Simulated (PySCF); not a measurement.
CHAlClNO2, singlet, geometry from GFN2-xTB (such geometries of metal compounds can be far from the true shape); DF-PBE/pcseg-0 (PySCF).

PySCF was given this input:
```python
from pyscf import gto, scf, dft

mol = gto.M(
    atom='''
Al   -0.09409286    0.34055471   -0.63625880
Cl    1.80368623    0.05666303   -1.25189689
N    -0.56981426   -0.29855112    0.96867905
C    -0.83228721   -0.74346113    2.04267380
O    -1.09554809   -1.17158035    3.08287231
O    -1.21235056    1.12493823   -1.53382987
H    -1.99384651    1.53327881   -1.87552416
''',
    basis='pcseg-0',
    verbose=4,
    max_memory=1800,
)

mf = dft.RKS(mol)
mf.xc = 'pbe'
mf = mf.density_fit(auxbasis='def2-universal-jkfit')
mf.kernel()
```

Problem. Predict the main parts of the log of this PySCF run.

Solution. 
```
PySCF version 2.14.0

[INPUT] verbose = 4
[INPUT] num. atoms = 7
[INPUT] num. electrons = 60
[INPUT] charge = 0
[INPUT] spin (= nelec alpha-beta = 2S) = 0
[INPUT] symmetry False subgroup None
[INPUT] Mole.unit = angstrom
[INPUT] Symbol           X                Y                Z      unit          X                Y                Z       unit  Magmom
[INPUT]  1 Al    -0.094092860000   0.340554710000  -0.636258800000 AA   -0.177809735677   0.643555132331  -1.202354876344 Bohr   0.0
[INPUT]  2 Cl     1.803686230000   0.056663030000  -1.251896890000 AA    3.408472989349   0.107077608088  -2.365742258295 Bohr   0.0
[INPUT]  3 N     -0.569814260000  -0.298551120000   0.968679050000 AA   -1.076792893272  -0.564179850982   1.830538107104 Bohr   0.0
[INPUT]  4 C     -0.832287210000  -0.743461130000   2.042673800000 AA   -1.572794883878  -1.404937919960   3.860094043825 Bohr   0.0
[INPUT]  5 O     -1.095548090000  -1.171580350000   3.082872310000 AA   -2.070285846390  -2.213965994422   5.825784342905 Bohr   0.0
[INPUT]  6 O     -1.212350560000   1.124938230000  -1.533829870000 AA   -2.291010525363   2.125825161753  -2.898518375977 Bohr   0.0
[INPUT]  7 H     -1.993846510000   1.533278810000  -1.875524160000 AA   -3.767823838320   2.897477023499  -3.544227002405 Bohr   0.0

nuclear repulsion = 301.297868014852
number of shells = 13
number of NR pGTOs = 117
number of NR cGTOs = 64
basis = pcseg-0
ecp = {}

******** <class 'pyscf.df.df_jk.DFRKS'> ********
method = DFRKS
initial guess = minao
damping factor = 0
level_shift factor = 0
DIIS = <class 'pyscf.scf.diis.CDIIS'>
diis_start_cycle = 1
diis_space = 8
diis_damp = 0
SCF conv_tol = 1e-09
SCF conv_tol_grad = None
SCF max_cycles = 50
direct_scf = False
XC library pyscf.dft.libxc version 7.1.2
    S. Lehtola, C. Steigemann, M. J. T. Oliveira, and M. A. L. Marques,  SoftwareX 7, 1–5 (2018)
XC functionals = pbe
    J. P. Perdew, K. Burke, and M. Ernzerhof,  Phys. Rev. Lett. 77, 3865 (1996)
    J. P. Perdew, K. Burke, and M. Ernzerhof,  Phys. Rev. Lett. 78, 1396 (1997)
    J. P. Perdew, K. Burke, and M. Ernzerhof,  Phys. Rev. Lett. 77, 3865 (1996)
    J. P. Perdew, K. Burke, and M. Ernzerhof,  Phys. Rev. Lett. 78, 1396 (1997)
radial grids:
    Treutler-Ahlrichs [JCP 102, 346 (1995); DOI:10.1063/1.469408] (M4) radial grids

becke partition: Becke, JCP 88, 2547 (1988); DOI:10.1063/1.454033
pruning grids: <function nwchem_prune>
grids dens level: 3
symmetrized grids: False
atomic radii adjust function: <function treutler_atomic_radii_adjust>
small_rho_cutoff = 0
Set gradient conv threshold to 3.16228e-05
Initial guess from minao.
tot grids = 104056
init E= -945.380812667145
  HOMO = -0.34071852102818  LUMO = -0.0763916757731427  gap/eV = 7.19270
cycle= 1 E= -944.417220686041  delta_E= 0.964  |g|= 1.07  |ddm|=  3.3
  HOMO = -0.121700811983574  LUMO = -0.0358409284461594  gap/eV = 2.33637
cycle= 2 E= -943.253611112573  delta_E= 1.16  |g|= 2.62  |ddm|= 3.01
  HOMO = -0.230200585760255  LUMO = -0.0436974469961542  gap/eV = 5.07501
cycle= 3 E= -944.553344229629  delta_E= -1.3  |g|= 0.618  |ddm|= 2.47
  HOMO = -0.26036708429108  LUMO = -0.0558307462347489  gap/eV = 5.56572
cycle= 4 E= -944.626045318797  delta_E= -0.0727  |g|= 0.261  |ddm|= 0.658
  HOMO = -0.261165442868331  LUMO = -0.0483978438730324  gap/eV = 5.78970
cycle= 5 E= -944.63769964293  delta_E= -0.0117  |g|= 0.131  |ddm|= 0.319
  HOMO = -0.26088201102982  LUMO = -0.0502819288231113  gap/eV = 5.73072
cycle= 6 E= -944.64111513506  delta_E= -0.00342  |g|= 0.0293  |ddm|= 0.122
  HOMO = -0.260455049301962  LUMO = -0.0501877708641008  gap/eV = 5.72166
cycle= 7 E= -944.641281328562  delta_E= -0.000166  |g|= 0.00947  |ddm|= 0.0291
  HOMO = -0.259971674713848  LUMO = -0.0500414432778671  gap/eV = 5.71249
cycle= 8 E= -944.641302575661  delta_E= -2.12e-05  |g|= 0.00155  |ddm|= 0.0112
  HOMO = -0.26018344658823  LUMO = -0.0500615790724899  gap/eV = 5.71771
cycle= 9 E= -944.641303124971  delta_E= -5.49e-07  |g|= 0.000414  |ddm|= 0.00225
  HOMO = -0.260159253094558  LUMO = -0.0500879831469336  gap/eV = 5.71633
cycle= 10 E= -944.641303175738  delta_E= -5.08e-08  |g|= 7.32e-05  |ddm|= 0.00061
  HOMO = -0.260160409743081  LUMO = -0.050079558604978  gap/eV = 5.71659
cycle= 11 E= -944.641303177229  delta_E= -1.49e-09  |g|= 1.3e-05  |ddm|= 0.000113
  HOMO = -0.260160904794748  LUMO = -0.0500802141499901  gap/eV = 5.71659
cycle= 12 E= -944.641303177267  delta_E= -3.82e-11  |g|= 7.63e-07  |ddm|= 1.66e-05
  HOMO = -0.260160749801266  LUMO = -0.0500801852307888  gap/eV = 5.71658
Extra cycle  E= -944.641303177267  delta_E=    0  |g|= 1.76e-06  |ddm|= 2.28e-06
converged SCF energy = -944.641303177267
```
